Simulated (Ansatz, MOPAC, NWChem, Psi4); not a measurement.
# CH5BClN (SMILES CNBCl): methods side by side

CH5BClN: 9 atoms, total charge 0, spin state singlet. As SMILES, `CNBCl`. The shape is that of a PBE0-D4/def2-TZVP optimisation. This is one conformer, not always the lowest.

Each level gives the HOMO–LUMO gap (eV). The values are calculated.

| level | kind | program | value (eV) | CPU time |
| --- | --- | --- | --- | --- |
| PM7 | semi-empirical | MOPAC | 9.93 | under 2 s |
| HF/def2-SVP (density fitting) | Hartree–Fock | Psi4 | 15.20 | 5.4 s |
| SVWN5/def2-SVP | LDA | Ansatz | 5.85 | 2.9 s |
| PBE/def2-SVP | GGA | NWChem | 5.95 | 40 s |
| r2SCAN/def2-SVP | meta-GGA | Ansatz | 6.59 | 9.6 s |
| r2SCAN0/def2-SVP | hybrid meta-GGA | Ansatz | 8.69 | 13 s |
| CAM-B3LYP/def2-SVP | range-separated hybrid | Ansatz | 10.79 | 6.3 s |
| wB97X/def2-SVP | range-separated hybrid | Ansatz | 12.96 | 22 s |
| PBE-QIDH/def2-SVP | double hybrid | Ansatz | 12.42 | 8.5 s |

The values span 5.85 to 15.20 eV. Orbital gaps aren't excitation energies, and those of double hybrids come from the SCF part alone; they tend to grow with the share of exact exchange. Times are those of the runs behind each value, whatever else they computed, on shared processors of several kinds: orders of magnitude only.
